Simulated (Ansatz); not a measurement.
Born–Oppenheimer molecular dynamics of CH3BOSe (7 atoms, charge 0, multiplicity 1). It starts at the highest image of a converged band. Of that band: Neighbouring images differ by up to 2.2 eV, so the band resolves the path poorly. A vibrational analysis at the climbing image gives one clearly imaginary mode, 1975i cm⁻¹: a first-order saddle point.

Computed with Ansatz 0.2.0, RHF/def2-SVP.

| Property | Result |
| --- | --- |
| ensemble | NVE (velocity Verlet) |
| time step | 0.5 fs |
| steps asked | 200 |
| starting velocities drawn for | 100 K |
| seed | 10273 |

First frame:

```xyz
7
Properties=species:S:1:pos:R:3
O 0.485 1.348 -0.045
B -0.727 0.487 -0.081
C -0.482 -0.980 0.391
Se 0.881 -1.859 -0.289
H 1.308 0.866 -0.209
H -0.282 1.631 -0.810
H -1.182 -1.494 1.043
```

Task: How far do the bonds stretch over the last three quarters of this one trajectory? (Pairs bonded in most of those frames.)

Result: 
```json
{"bond": "O1–B2", "mean (Å)": "1.626", "spread (Å)": "0.089", "shortest": "1.49", "longest": "1.74"}
{"bond": "O1–H5", "mean (Å)": "0.966", "spread (Å)": "0.021", "shortest": "0.93", "longest": "1.01"}
{"bond": "O1–H6", "mean (Å)": "0.962", "spread (Å)": "0.023", "shortest": "0.92", "longest": "1.00"}
{"bond": "B2–C3", "mean (Å)": "1.575", "spread (Å)": "0.089", "shortest": "1.41", "longest": "1.71"}
{"bond": "C3–Se4", "mean (Å)": "1.774", "spread (Å)": "0.032", "shortest": "1.73", "longest": "1.83"}
{"bond": "C3–H7", "mean (Å)": "1.090", "spread (Å)": "0.003", "shortest": "1.08", "longest": "1.10"}
```

Mean temperature of the second half: 794 K. The conserved energy stayed within 0.29 meV per atom of its start (net change -0.046 meV per atom), so the integration is sound. The system heated up, since it started high on the potential surface and ran downhill. A run of 0.1 ps of so small a system gives no equilibrium averages. The orbitals stay closed-shell, which can raise the energy where a bond breaks towards radicals; this wasn't checked here.

The run took 6.6 min on 1 thread of Arm Neoverse V1, on a shared host, peak memory 0.27 GiB.
